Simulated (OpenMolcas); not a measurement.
## Levels of N⁺ by method

* Program: OpenMolcas 26.06
* Basis: ANO-RCC-VQZP [5s4p3d2f1g]
* Scalar Hamiltonian: DKH2, point nucleus
* Active space: 4 electrons in 4 orbitals (2s 2p)
* State averaging: 2S+1 = 3 even, 6 roots; 2S+1 = 1 even, 6 roots; 2S+1 = 5 odd, 1 root; 2S+1 = 3 odd, 9 roots; 2S+1 = 1 odd, 8 roots
* Spin-orbit coupling: state interaction with AMFI integrals over the reference wave functions, term energies averaged over their components

Methods on the same reference wave functions:
A. CASSCF
B. SS-CASPT2, IPEA 0.25 Eh, imaginary shift 0.1 Eh (closed shells correlated: 1s)
C. MS-CASPT2, IPEA 0.25 Eh, imaginary shift 0.1 Eh (closed shells correlated: 1s)

Energies in cm-1 above 2s2 2p2 3P0, the measured ground level; measured values from NIST Handbook of Basic Atomic Spectroscopic Data.

```json
{"Level": "2s2 2p2 3P0", "A": "0.0", "B": "0.0", "C": "0.0", "Measured": "0.0"}
{"Level": "2s2 2p2 3P1", "A": "44.7", "B": "44.7", "C": "45.0", "Measured": "48.7"}
{"Level": "2s2 2p2 3P2", "A": "133", "B": "133", "C": "134", "Measured": "131"}
{"Level": "2s2 2p2 1D2", "A": "17499", "B": "14980", "C": "15010", "Measured": "15316"}
{"Level": "2s2 2p2 1S0", "A": "30671", "B": "31430", "C": "31460", "Measured": "32689"}
{"Level": "2s 2p3 5S* 2", "A": "35603", "B": "44510", "C": "44530", "Measured": "46785"}
{"Level": "2s 2p3 3D* 2", "A": "95633", "B": "89850", "C": "89870", "Measured": "92250"}
{"Level": "2s 2p3 3D* 1", "A": "95633", "B": "89850", "C": "89870", "Measured": "92251"}
{"Level": "2s 2p3 3D* 3", "A": "95633", "B": "89850", "C": "89870", "Measured": "92236"}
{"Level": "2s 2p3 3P* 0", "A": "113028", "B": "108200", "C": "108230", "Measured": "109223"}
{"Level": "2s 2p3 3P* 1", "A": "113029", "B": "108200", "C": "108230", "Measured": "109216"}
{"Level": "2s 2p3 3P* 2", "A": "113029", "B": "108200", "C": "108230", "Measured": "109217"}
{"Level": "2s 2p3 1D* 2", "A": "160470", "B": "145630", "C": "145660", "Measured": "144188"}
{"Level": "2s 2p3 3S* 1", "A": "167692", "B": "156900", "C": "156930", "Measured": "155127"}
{"Level": "2s 2p3 1P* 1", "A": "177485", "B": "163620", "C": "163650", "Measured": "166766"}
```

Deviations, from unrounded energies. A percentage is the sum of absolute deviations over the sum of measured energies, with the sign that they share, or ± where signs differ.

| Against measurement | Levels | A | B | C |
| --- | --- | --- | --- | --- |
| mean absolute deviation (cm-1) | 14 | 5500 | 1500 | 1400 |
| fine structure of the ground term (%) | 2 | ±3.3 | ±3.3 | ±3.6 |
| other terms of the ground configuration (%) | 2 | ±8.8 | -3.3 | -3.2 |
| other configurations (%) | 10 | ±6.5 | ±1.7 | ±1.7 |

B, C lie about equally close to measurement and A furthest from it. The largest miss of C in the table is 2s 2p3 1P* 1, by -3100 cm-1. The ranking rests on the paired levels alone, and a cruder setting can come out closer through cancelling errors.

Between B and C the level of the table that moves most is 2s 2p3 1P* 1, by 26 cm-1 (lowest in B, highest in C). Moves below CASPT2's spread within the term are not significant.

The mean deviations of B to C differ by less than CASPT2's widest spread within a term (580 cm-1), so their order carries little weight.

From A to B the spin-free energies of the other terms of 2s2 2p2 shown, above 3P, scale by factors of 0.86 to 1.02.

The lowest spin-free term lies below A's lowest term by 0.090 hartree in B, 0.090 hartree in C.

CASPT2 breaks the degeneracy within a term, and the mean is taken; among the terms shown or strongly mixed into the levels shown the widest spread is 580 cm-1 (2s 2p3 3D*, C). Without dynamic correlation excited terms often stand tens of per cent too high (terms of higher spin than the ground term too low), and those without a measured partner can miss by more than the paired ones (holds for A). Measured partners are found by configuration, term and J. A level has none where our copy of the source lacks it or the pairing is in doubt (some pairs that miss far off the trend of their configuration count as doubtful), and it then counts in no deviation. Only configurations of the active space appear. The table leaves out levels that lie high or whose names do not pair safely across all columns.

* marks odd parity.
